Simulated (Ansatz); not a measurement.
`[Cl][In]([Br])[Br]` + H₂ → `[Br][InH][Br]` + HCl at 400 K and 1 bar (hydrogenolysis of the In–Cl bond).

Computed with Ansatz on PBE0-D4/def2-TZVP structures; ΔE is electronic, products minus reactants. CCSD(T)/CBS adds triple-zeta CCSD(T) − MP2 to the extrapolated MP2 energy (def2 sets, frozen cores). This one scheme is used for every species. def2 core potentials past Kr. For Br, In outer-core shells are correlated without core-valence functions, which leaves a few kJ/mol of doubt a bond. Scalar relativity is left out up to krypton.

| species | CCSD(T)/CBS energy (Eh) | H − E (kJ/mol) | S (J/(mol·K)) |
| --- | --- | --- | --- |
| `[Cl][In]([Br])[Br]` | -5796.39121 | 34.3 | 396.2 |
| H₂ | -1.17544 | 38.0 | 139.0 |
| `[Br][InH][Br]` | -5337.15310 | 43.0 | 356.6 |
| HCl | -460.38127 | 29.6 | 195.4 |

H − E and S are ideal-gas, rigid-rotor, harmonic terms from PBE0-D4/def2-TZVP. The MP2-based limit puts H₂ 0.8 mEh under its directly extrapolated value; such offsets cancel only in part. 1 Eh = 2625.50 kJ/mol, R = 8.31446 J/(mol·K).

Problem. By hand: ΔE, ΔH, ΔS and ΔG.

Solution. ΔE = (-5337.15310) + (-460.38127) − (-5796.39121) − (-1.17544) = 0.03228 Eh = 84.8 kJ/mol. Δ(H − E) = 43.0 + 29.6 − 34.3 − 38.0 = 0.3, so ΔH = 85.1 kJ/mol. ΔS = 356.6 + 195.4 − 396.2 − 139.0 = 16.8 J/(mol·K). ΔG = 85.1 − 400 × (16.8)/1000 = 78.4 kJ/mol.

Problem. By hand: the equilibrium constant, and the temperature at which ΔG would vanish if ΔH and ΔS stayed fixed.

Solution. log₁₀ K = −ΔG/(RT ln 10) = -10.2. ΔG = 0 at ΔH/ΔS = 5065 K, far beyond where these terms or the molecules hold.

ΔH outweighs TΔS. A doubt of 5 kJ/mol in ΔE shifts log₁₀ K by 0.7 here. These are equilibria of isolated gas molecules and say nothing of rates. Largest T1 diagnostic: 0.010 (customary marks: 0.02 for closed shells, 0.045 for open ones).
